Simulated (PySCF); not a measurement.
Computed IR spectrum (relative IR intensity) of a molecule C3H3ClF2. Coordinates come from a PBE-D3(BJ)/def2-SVP optimisation. The values are those of a single conformer. Calculation: PBE-D3(BJ)/def2-SVP (PySCF 2.14.0). Frequencies are harmonic and unscaled.

| ν (cm⁻¹) | relative intensity |
|---|---|
| 517 | 4.5 |
| 654 | 24 |
| 802 | 14 |
| 849 | 33 |
| 923 | 30 |
| 955 | 14 |
| 1069 | 100 |
| 1136 | 64 |
| 1187 | 8.1 |
| 1328 | 42 |
| 1347 | 53 |
| 1662 | 63 |
| 2949 | 34 |

**Question.** Identify the compound among the candidates.
(A) F[C@@H]1C[C@@]1(F)Cl
(B) FC1(F)C[C@H]1Cl
(C) FC(F)/C=C/Cl
(D) C/C(F)=C(\F)Cl

**Answer.** C, FC(F)/C=C/Cl
